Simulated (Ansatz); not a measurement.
`[SiH3][NH][GeH3]` → `[NH2][GeH3]` + `[SiH2]`  (silylene loss)

Program: Ansatz. Geometries: PBE0-D4/def2-TZVP. ΔE: electronic, gas phase. CCSD(T)/CBS adds triple-zeta CCSD(T) − MP2 to the extrapolated MP2 energy (def2 sets, frozen cores). This one scheme is used for every species. Functionals use def2-TZVPP. For Ge outer-core shells are correlated without core-valence functions, which leaves a few kJ/mol of doubt a bond. Scalar relativity is left out up to krypton.

`[SiH3][NH][GeH3]`:

Cartesian coordinates in Å:
```
Si 1.437 0.182 -0.640
N 0.178 0.402 0.508
Ge -1.501 -0.349 0.486
H 1.216 -1.134 -1.293
H 2.763 0.199 0.037
H 1.479 1.223 -1.709
H 0.281 1.164 1.162
H -1.383 -1.665 -0.294
H -2.530 0.575 -0.197
H -1.940 -0.597 1.939
```

`[NH2][GeH3]`:

```xyz
7

N    -0.786    0.137    0.845
Ge    0.334   -0.164   -0.588
H    -0.481   -0.309    1.699
H    -0.937    1.117    1.041
H    -0.298    0.535   -1.801
H     1.775    0.369   -0.400
H     0.393   -1.685   -0.796
```

`[SiH2]`:

Z-matrix (Å, degrees):
```
Si
H 1 1.525
H 1 1.525 2 91.2
```

```tsv
level	ΔE (eV)
PBE-D4	2.95
ωB97X-V	3.11
HF/def2-TZVPP	2.91
HF/def2-QZVPP	2.93
```

(1) What does CCSD(T)/CBS give? (Best estimate.)

(2) What do rigid-rotor, harmonic-oscillator terms from PBE0-D4/def2-TZVP frequencies (298.15 K, 1 bar) make of the CCSD(T)/CBS value? (Best estimate.)

Largest T1 diagnostic among the species: 0.014.

## Answers

(1) Computed: +3.02 eV. The listed levels differ from it by -0.07, 0.09, -0.11, -0.09 eV.

(2) Ansatz gave: ΔZPE = -0.10 eV, ΔH = +2.96 eV, ΔS = 140 J/(mol·K), ΔG = +2.53 eV.

From r2SCAN to r2SCAN0 (25 % exact exchange), in def2-TZVPP and without D4, ΔE moves by +0.04 eV. The D4 term adds +0.14 eV with B3LYP and +0.08 eV with PBE0; it sums over pairs of atoms, weighted by their polarisabilities, and B3LYP, whose exchange is more repulsive, gets the larger term. At CCSD(T), def2-SVP lies −0.18 eV from the extrapolated value and def2-TZVPP −0.07 eV.

B3LYP here is the variant with VWN-RPA as its local correlation; programs differ in this.
